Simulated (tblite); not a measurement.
Compound: ClH₇Si₄.
SMILES: `[SiH2]1[SiH2][SiH2][SiH]1Cl`

Computed with GFN2-xTB (tblite): harmonic, unscaled wavenumbers at the GFN2-xTB geometry, gas phase. Errors from tens to a few hundred cm⁻¹ against measured bands are possible. Modes of hydrogen on silicon can be 10 to 20 % off.

Harmonic wavenumbers (cm⁻¹): 42.9, 105.3, 114.8, 239.6, 286.5, 292.7, 334.6, 363.2, 373.3, 378.5, 396.6, 399.2, 426.9, 468.2, 478.9, 492.1, 555.9, 604.4, 606.1, 643.3, 819.8, 822.3, 850.3, 2151.4, 2161.8, 2169.9, 2183.2, 2187.9, 2193.8, 2200.8.

A = 2188, B = 1064, C = 823.0 MHz; mass 153.931 u (most abundant isotopes); point group Cs, symmetry number 1.

**Question.** Zero-point energy?

**Answer.** ½Σν̃ = 12672 cm⁻¹ = 151.59 kJ/mol.

**Question.** Give the ideal-gas entropy at 298.15 K and 1 bar in the rigid-rotor, harmonic-oscillator model (classical rotation).

**Answer.** Translation 171.67, rotation 123.46, vibration 117.87: S = 413.0 J/(mol K).

**Question.** And Cp and H(298.15 K) − H(0)?

**Answer.** Cp = 164.75 J/(mol K), of which vibrations give 131.49 (their classical limit is 30 R = 249.4); H(298.15 K) − H(0) = 29.65 kJ/mol without the zero-point energy, 19.74 from vibrations.

**Question.** What must be added to the electronic energy to get the Gibbs energy at 298.15 K and 1 bar?

**Answer.** ZPE + [H(298.15 K) − H(0)] − T·S = 151.59 + 29.65 − 123.13 = 58.11 kJ/mol.

**Question.** How do the functions run with temperature in this model?

**Answer.** 
```json
{"T (K)": "50", "S (J/(mol K))": "246.0", "Cp (J/(mol K))": "49.1", "H − H(0) (kJ/mol)": "2.00", "G − H(0) (kJ/mol)": "-10.30", "ln q(vib)": "0.43"}
{"T (K)": "100", "S (J/(mol K))": "286.4", "Cp (J/(mol K))": "72.0", "H − H(0) (kJ/mol)": "4.97", "G − H(0) (kJ/mol)": "-23.66", "ln q(vib)": "1.34"}
{"T (K)": "373.15", "S (J/(mol K))": "452.0", "Cp (J/(mol K))": "182.1", "H − H(0) (kJ/mol)": "42.70", "G − H(0) (kJ/mol)": "-125.95", "ln q(vib)": "8.20"}
{"T (K)": "500", "S (J/(mol K))": "508.2", "Cp (J/(mol K))": "202.0", "H − H(0) (kJ/mol)": "67.15", "G − H(0) (kJ/mol)": "-186.96", "ln q(vib)": "11.41"}
{"T (K)": "750", "S (J/(mol K))": "595.3", "Cp (J/(mol K))": "227.5", "H − H(0) (kJ/mol)": "121.07", "G − H(0) (kJ/mol)": "-325.42", "ln q(vib)": "17.00"}
{"T (K)": "1000", "S (J/(mol K))": "663.2", "Cp (J/(mol K))": "244.1", "H − H(0) (kJ/mol)": "180.18", "G − H(0) (kJ/mol)": "-483.04", "ln q(vib)": "21.76"}
```

q(vib) and H(0) count from the zero-point level.

Hindered rotation and anharmonicity are outside this model.
